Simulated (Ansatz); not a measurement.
C$_{4}$H$_{4}$Cl$_{2}$F$_{6}$O$_{2}$Si (`FC(F)(F)CO[Si](Cl)(Cl)OCC(F)(F)F`), relaxed with RKS PBE-D4/def2-SVP in the Gaussian-basis code of Ansatz from a rough embedded geometry. The force threshold is 0.03 eV/Å; the program also tests the step.

The species carries charge 0 and has multiplicity 1.

Start:

```xyz
19

F    -0.967   -0.983    3.455
C    -1.153   -1.264    2.158
F    -0.120   -2.013    1.802
F    -2.197   -2.001    2.053
C    -1.228    0.022    1.310
O    -1.311   -0.284   -0.063
Si   -1.143    0.909   -1.182
Cl   -1.973    0.278   -2.904
Cl   -2.175    2.536   -0.553
O     0.400    1.304   -1.491
C     1.358    0.287   -1.776
C     2.339    0.057   -0.597
F     1.600   -0.289    0.497
F     3.180   -0.922   -0.904
F     3.028    1.170   -0.326
H    -2.135    0.559    1.665
H    -0.351    0.642    1.566
H     0.889   -0.650   -2.063
H     1.958    0.642   -2.648
```

Problem. By how much does the energy fall, and how many steps does the optimiser take? (Estimate.)

Solution. Computed: 0.39 eV, in 6 steps.

Problem. Which bonds change most? (An estimate is asked.)

Solution. Computed: C2–F4 from 1.282 to 1.348 Å; Si7–O10 from 1.622 to 1.664 Å; Si7–Cl8 from 2.013 to 2.049 Å; C11–H18 from 1.086 to 1.112 Å.

Problem. Give the relaxed structure. (Best estimate.)

Solution. Ansatz gave: 
```xyz
19

F    -1.015   -1.099    3.453
C    -1.208   -1.301    2.128
F    -0.210   -2.084    1.673
F    -2.367   -1.971    1.969
C    -1.236    0.046    1.417
O    -1.470   -0.182    0.041
Si   -1.214    0.902   -1.184
Cl   -2.010    0.014   -2.851
Cl   -2.088    2.707   -0.766
O     0.395    1.246   -1.428
C     1.377    0.295   -1.776
C     2.376    0.119   -0.636
F     1.768   -0.322    0.493
F     3.308   -0.792   -0.991
F     3.003    1.273   -0.338
H    -2.047    0.659    1.868
H    -0.262    0.545    1.607
H     0.958   -0.707   -2.015
H     1.941    0.651   -2.663
```
